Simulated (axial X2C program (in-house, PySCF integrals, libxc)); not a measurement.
MoS along the bond: PBE0, 2c

All values were computed with an in-house all-electron X2C program for linear molecules (integrals from PySCF). Two-component (2c) means X2C with spin–orbit coupling and atomic mean-field two-electron Coulomb and Gaunt terms. Basis: Mo dyall-cv3z [11s12p9d5f3g], S dyall-av3z [9s8p3d2f] (cores contracted in-house); Gaussian nuclei, density fitting, unrestricted open shells. Masses: Mo 97.905 u, S 31.972 u.

State: Ω = 1 (⟨Sz⟩ = 2.00, ⟨Lz⟩ = -1.00 at PBE0). Dipoles are positive if S is the positive end.

| R (Å) | μ (D) | HOMO (eV) | LUMO (eV) |
| --- | --- | --- | --- |
| 2.011 | -3.733 | -5.15 | -3.02 |
| 2.075 | -4.075 | -5.28 | -3.16 |
| 2.139 | -4.383 | -5.38 | -3.28 |
| 2.214 | -4.685 | -5.47 | -3.39 |
| 2.289 | -4.915 | -5.54 | -3.47 |
| 2.385 | -5.122 | -5.60 | -3.52 |

Question: The minimum lies at 2.127 Å. What is the dipole moment there, and its slope?

Answer: At PBE0, 2c, with the sign and origin stated: μ = -4.33 D, dμ/dR = -4.62 D/Å.

Occupations by symmetry block were frozen at the best pattern of an incomplete PBE0 search. Density functionals use the spin component along the axis (collinear). Without a current term, density functionals place determinants with orbital angular momentum somewhat too high. With several unpaired electrons one determinant need not be a pure state. Open-shell Ω = 0 determinants with evenly filled partner blocks cannot be reached by this program, so the Ω shown need not be the lowest component. The determinant is spin-polarised beyond a pure state at some levels (its spin-free form has ⟨S²⟩ too high), which makes Re and μ there less reliable.
